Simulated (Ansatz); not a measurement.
System: sum formula H9Si4O3Cl, net charge 0, singlet state. SMILES: O([Si](Cl)(O[SiH3])O[SiH3])[SiH3]
Geometry from a B3LYP-D3(BJ)/def2-TZVP (Ansatz, a quantum-chemistry and plane-wave program) optimisation:
```
Si
O 1 1.6088
O 1 1.6089 2 110.09
O 1 1.6090 2 110.08 3 121.59
Si 2 1.6462 1 145.55 3 165.42
Si 4 1.6463 1 145.38 2 164.23
Si 3 1.6464 1 145.31 2 -75.03
H 5 1.4768 2 107.54 1 168.02
H 6 1.4768 4 107.55 1 166.11
H 7 1.4768 3 107.55 1 165.46
H 7 1.4784 10 110.05 3 -119.32
H 6 1.4784 9 110.04 4 -119.32
H 5 1.4784 8 110.06 2 -119.36
H 7 1.4797 10 110.02 11 -120.94
H 5 1.4797 8 110.02 13 -120.94
H 6 1.4797 9 110.03 12 -120.94
Cl 1 2.0622 2 108.85 5 46.21
```

Wanted: atomisation energy (electronic, to ground-state atoms); the coupled-cluster value holds the core correlation from cc-pwCVTZ, in kJ/mol. Cores are frozen in the correlated levels unless marked. UHF or UKS for open shells. No spin-orbit coupling. Non-relativistic. CBS(X,Y): correlation extrapolated as X^-3; Hartree-Fock from the larger set. [CCSD(T)-MP2]/basis is that difference in the basis named.

Level to compare with: RI-MP2/CBS(aug-cc-pV(T+d)Z,aug-cc-pV(Q+d)Z)+[CCSD(T)-MP2]/aug-cc-pV(T+d)Z plus the core term (Ansatz), 6223.7 kJ/mol. It is a level with limits of its own, and the differences hold the functionals' basis error too.

**Question.** Rank these functionals by how close they come to RI-MP2/CBS(aug-cc-pV(T+d)Z,aug-cc-pV(Q+d)Z)+[CCSD(T)-MP2]/aug-cc-pV(T+d)Z, closest first: PBE0/def2-TZVPD (Ansatz); BLYP/def2-TZVPD (Ansatz); CAM-B3LYP/def2-TZVPD (Ansatz); PBE/def2-TZVPD (Ansatz).

**Answer.** CAM-B3LYP/def2-TZVPD (range-separated hybrid, 6145.2 kJ/mol, difference -78.5), PBE/def2-TZVPD (GGA, 6053.2 kJ/mol, difference -170.5), PBE0/def2-TZVPD (global hybrid, 6010.7 kJ/mol, difference -213.0), BLYP/def2-TZVPD (GGA, 5978.2 kJ/mol, difference -245.5)
